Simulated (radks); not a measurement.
Results of a calculation; reference values are marked as such.
The copper ion Cu14+, configuration [Ne] 3s2 3p3.

Level of theory: Dirac Kohn-Sham, exchange-only PBE, spin-unpolarised, spherical densities, finite nucleus; open shells fill j = l - 1/2 first; Fermi nuclear charge, rms radius 3.8823 fm (a radial shooting solver on a logarithmic mesh with Libxc functionals).

Energy parts (hartree):
| part | energy |
|---|---|
| total | -1561.55259 |
| kinetic | 1591.81827 |
| electron-nucleus | -3488.38947 |
| Hartree | 387.33038 |
| exchange | -52.31177 |

Orbitals (lengths in bohr, moments of r in powers of bohr; r(max) is where P^2 peaks):
1s1/2: occ. 2; eigenvalue (hartree) -342.5551; r(max) 0.03411
2s1/2: occ. 2; eigenvalue (hartree) -56.07606; r(max) 0.1961
2p1/2: occ. 2; eigenvalue (hartree) -51.33155; r(max) 0.1558
2p3/2: occ. 4; eigenvalue (hartree) -50.56814; r(max) 0.1585
3s1/2: occ. 2; eigenvalue (hartree) -18.42452; r(max) 0.5661
3p1/2: occ. 2; eigenvalue (hartree) -16.89719; r(max) 0.5516
3p3/2: occ. 1; eigenvalue (hartree) -16.74701; r(max) 0.5570
3d3/2: occ. 0; eigenvalue (hartree) -14.40827; r(max) 0.4691
3d5/2: occ. 0; eigenvalue (hartree) -14.38080; r(max) 0.4705
4s1/2: occ. 0; eigenvalue (hartree) -8.88430; r(max) 1.202

The highest occupied level is 3p3/2 at -455.71 eV. The electron density at the nucleus is 2.234e+04 e/bohr^3. For comparison, the ionisation energy in NIST's Atomic Spectra Database is 483 eV (semi-empirical). In exact Kohn-Sham theory the highest level is minus the ionisation energy, but local and semilocal functionals leave it too shallow, through self-interaction and a potential that decays too fast; potentials with the right tail come closer.

Beside tabulated values, note that spin-unpolarised runs miss the spin-polarisation part of the exchange energy of open shells.
